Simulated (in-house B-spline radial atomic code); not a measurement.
Configurations of neutral manganese, with energies counted from [Ar] 3d5 4s2. Method: non-relativistic BHandHLYP, spin-polarised, spherical fractional occupations, exact exchange averaged over the configuration, point nucleus. Calculated with a radial B-spline atomic code at the basis-set limit. Shells without spins written out take the highest spin.

Occupations are held fixed; configurations that lie above the ionisation limit could autoionise.

```
           configuration  E - E(ref) (eV)  highest orbital  its <r> (bohr)
            [Ar] 3d6 4s1           2.1466          3d down           1.534
        [Ar] 3d5 4s1 4p1           2.4508            4p up           4.058
        [Ar] 3d5 4s1 4d1           5.7063            4d up           9.843
        [Ar] 3d4 4s2 4p1           8.7637            4p up           3.705
        [Ar] 3d4 4s2 5f1           13.749            5f up           29.59
[Ne] 3s2 3p5 3d5 4s2 4p1           51.324            4p up           3.666
```

**Question.** Order these further configurations by energy, lowest first.
A. [Ne] 3s2 3p5 3d5 4s2 5d1
B. [Ne] 3s2 3p5 3d5 4s2 4d1
C. [Ar] 3d5 4s1 5f1
D. [Ne] 3s2 3p5 3d6 4s2
E. [Ar] 3d5 4s1 5s1

**Answer.** E (4.8262 eV), C (6.6894 eV), D (47.543 eV), B (55.301 eV), A (55.965 eV).

**Question.** How far above the reference does [Ar] 3d5 4s1 5p1 lie?

**Answer.** 5.521 eV; its least bound orbital is 5p up with <r> = 11.1 bohr.
